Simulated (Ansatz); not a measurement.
Molecule: CdF2, charge 0, multiplicity 1. SMILES: [F][Cd][F]
Structure (B3LYP-D3(BJ)/def2-TZVP (Ansatz, an electronic-structure program) minimum search):
```xyz
3

Cd     0.0000     0.0000     0.0000
F      0.0000     0.0000    -1.9335
F      0.0000     0.0000     1.9335
```

Wanted: atomisation energy, in kcal/mol. Set-up: LANL2DZ with its own core potentials from Na on; dispersion terms only where a functional's name holds one; no spin-orbit coupling; six Cartesian d functions in 6-31G* and its kin unless marked 5d; UHF or UKS for open shells; atomisation electronic, to ground-state atoms; def2 sets with scalar-relativistic core potentials past Kr. Ab initio and DFT rows: single points at B3LYP-D3(BJ) geometries (Ansatz).

```
species     coefficient  E at B3LYP/6-31G* with LANL2DZ past Ar (Ansatz), Eh  E at wB97M-V/def2-TZVPD (Ansatz), Eh
----------  -----------  ---------------------------------------------------  ------------------------------------
[F][Cd][F]           -1                                           -247.75784                            -367.46577
Cd atom              +1                                            -48.07965                            -167.71501
F atom               +2                                            -99.71553                             -99.74647
```

 1 Eh = 627.5095 kcal/mol.

Q: Compute it at each level from the table.

A: 
- B3LYP/6-31G* with LANL2DZ past Ar: the sum of coefficient times E is 0.24713 Eh, or 155.08 kcal/mol. Result: 155.1 kcal/mol.
- wB97M-V/def2-TZVPD: the sum of coefficient times E is 0.25782 Eh, or 161.78 kcal/mol. Result: 161.8 kcal/mol.
